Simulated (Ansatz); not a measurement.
SnGe₂⁻. The state is a doublet with charge -1. Geometry r2SCAN-D4/def2-TZVP, that of the neutral singlet; atoms count from 1.

```tsv
atom	x (Å)	y (Å)	z (Å)
Ge1	0.342	-1.323	0.964
Ge2	1.031	0.478	-0.265
Sn3	-1.374	0.845	-0.698
```

In the def2 sets Sn takes a core potential; there is no spin–orbit coupling. The structure comes from a short search, and lower isomers may exist.

(1) Estimate the Mulliken populations from the PBE0/def2-TZVPD orbitals of Ansatz.

(2) Where does the spin sit?

(3) And the Mayer bond orders between bonded heavy atoms (over 0.3)?

Results:

(1) 
| atom | charge (e) | spin (α − β) |
| --- | --- | --- |
| Ge1 | -0.25 | 0.28 |
| Ge2 | -0.42 | 0.15 |
| Sn3 | -0.33 | 0.57 |
Mulliken values and Mayer orders depend strongly on the basis. With diffuse functions, as here, like atoms can get unlike values, and bond orders can come out too low or too high.

(2) Summed by element: Ge 0.43, Sn 0.57, of 1 unpaired in all. Largest on single atoms: Sn3 0.57, Ge1 0.28, Ge2 0.15.

(3) Ge1–Ge2 1.50 (2.29 Å); Ge2–Sn3 1.54 (2.47 Å). Values over 0.3 also appear between atoms too far apart for a bond (Ge1–Sn3 1.06 at 3.23 Å); they arise where an orbital or an unpaired electron spreads over both atoms.
